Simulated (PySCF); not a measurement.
Computed IR spectrum (relative IR intensity) of a molecule C₂H₅F₃Si. Geometry: B3LYP-D3(BJ)/def2-SVP. Other conformers were not sampled. Computed with B3LYP-D3(BJ)/def2-SVP (PySCF). Frequencies are harmonic and unscaled.

| ν (cm⁻¹) | relative intensity |
|---|---|
| 259 | 3.2 |
| 322 | 7.9 |
| 341 | 20 |
| 404 | 25 |
| 661 | 4.1 |
| 703 | 5.2 |
| 879 | 100 |
| 943 | 39 |
| 961 | 49 |
| 991 | 39 |
| 1001 | 58 |
| 1042 | 18 |
| 1281 | 7.5 |
| 1426 | 3.4 |
| 1479 | 3.6 |
| 1481 | 4.0 |
| 3036 | 6.7 |
| 3039 | 7.9 |
| 3121 | 16 |

Which structure fits?
A. C[Si@@H](F)C(F)F
B. CC[Si](F)(F)F
C. FC(F)[C@H](F)[SiH3]
D. FC[SiH2]C(F)F

B, CC[Si](F)(F)F
